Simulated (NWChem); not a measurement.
System: CH3Cd, doublet; SMILES [CH3][Cd]

NWChem input:

```
start job
memory heap 200 mb stack 900 mb global 1100 mb
geometry units angstroms noautosym nocenter noautoz
  Cd     0.000000     0.000000    -0.233202
  C      0.000000     0.000000     2.006021
  H      0.739808     0.739808     2.341581
  H      0.270788    -1.010596     2.341581
  H     -1.010596     0.270788     2.341581
end
basis spherical
  Cd library def2-svpd
  C library def2-svpd
  H library def2-svpd
end
ecp
  Cd library def2-ecp
end
dft
  odft
  mult 2
  xc xpbe96 cpbe96
  iterations 150
end
tddft
  cis
  nroots 6
end
task tddft energy
```

In the optimisation the excess spin sits in a1 (C3v, its own frame). Geometry: optimised at PBE0/def2-SVP, spin-unrestricted. The spin multiplicity was typed, not searched, and may not be the lowest. No stability test was run on the SCF state. def2 effective core potentials on Cd; no spin-orbit coupling.

Vertical excitations in the gas phase. Excited states of an open shell can be spin-contaminated.

Problem. Predict the main results of this run. (PBE/def2-SVPD with def2 effective core potentials on Cd, spin-unrestricted, TDA.) Quantities: lowest excitation (eV); oscillator strength of that lowest state; lowest state with f > 0.02 (eV); oscillator strength of that bright state; lowest empty minus highest occupied level, either spin (eV).

Solution. The lowest excitation (eV) comes out as 3.01 and the oscillator strength of that lowest state is 0.060. The lowest state with f > 0.02 (eV) comes out as 3.01 and the oscillator strength of that bright state is 0.060. The lowest empty minus highest occupied level, either spin (eV) comes out as 1.00.
